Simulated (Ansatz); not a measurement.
Abridged output of a molecular run in Ansatz:

```
Functional definition: HF
1707 factors; integrals over basis functions are off by at most 1.0e-3 eV
mean field evaluation 1: about -31683.0654 eV, gradient 2.6e1 eV
mean field evaluation 2: about -31683.4165 eV, gradient 2.6e1 eV
mean field evaluation 4: about -31685.9337 eV, gradient 4.2e0 eV
mean field evaluation 8: about -31685.9908 eV, gradient 2.2e-1 eV
mean field -31685.99115603 eV, -1164.4386974480 hartree, gradient 2.5e-6 eV, S^2 0.000000; 0 other end points of the search recorded, 0 dependent functions left out
17 core orbitals not correlated: weight in the atoms' cores, before any rotation towards them, 1.000 or more for the frozen orbitals, at most 0.000 for the correlated occupied ones
reference -31685.99115603 eV, -1164.4386974480 hartree; 16, 16 occupied and 267, 267 virtual orbitals, 1707 factors
second order -22.70761380 eV of doubles, -0.00000000 eV of singles
cycle   1  -23.88355363 eV  change    -1.2e0 eV  update   1.1e-1
cycle   2  -24.56063069 eV  change   -6.8e-1 eV  update   3.2e-2
cycle   3  -24.66095714 eV  change   -1.0e-1 eV  update   1.3e-2
cycle   4  -24.65525764 eV  change    5.7e-3 eV  update   3.3e-3
cycle   5  -24.65433105 eV  change    9.3e-4 eV  update   1.4e-3
cycle   6  -24.65414677 eV  change    1.8e-4 eV  update   3.9e-4
cycle   7  -24.65400128 eV  change    1.5e-4 eV  update   1.5e-4
cycle   8  -24.65401423 eV  change   -1.3e-5 eV  update   5.5e-5
cycle   9  -24.65402167 eV  change   -7.4e-6 eV  update   2.1e-5
perturbative correction -1.08495895 eV, -0.0398715061 hartree
Total energy: -31711.73013665 eV, -1165.3845875393 hartree
```

Its atoms:

Z-matrix (Å, degrees):
```
Si
C 1 1.881
H 1 1.490 2 111.1
H 1 1.487 2 110.2 3 120.0
H 1 1.484 2 108.9 3 -120.4
S 2 1.815 1 111.2 3 -174.4
H 2 1.093 1 109.4 3 69.1
H 2 1.093 1 113.5 3 -49.7
C 6 1.803 2 99.8 1 79.9
S 9 1.797 6 110.7 2 -171.8
H 9 1.092 6 110.3 2 71.8
H 9 1.090 6 110.6 2 -48.6
H 10 1.343 9 96.2 6 64.7
```

**Question.** Which basis set was used?
A. cc-pV(Q+d)Z
B. cc-pV(D+d)Z
C. def2-SVPD
D. def2-TZVPP

**Answer.** D. It gives 300 functions.

**Question.** Write the keys of the input that set method, charge and spin (a neutral closed shell needs none for the last two).

**Answer.** 
```yaml
correlation: {method: ccsd_t}
```
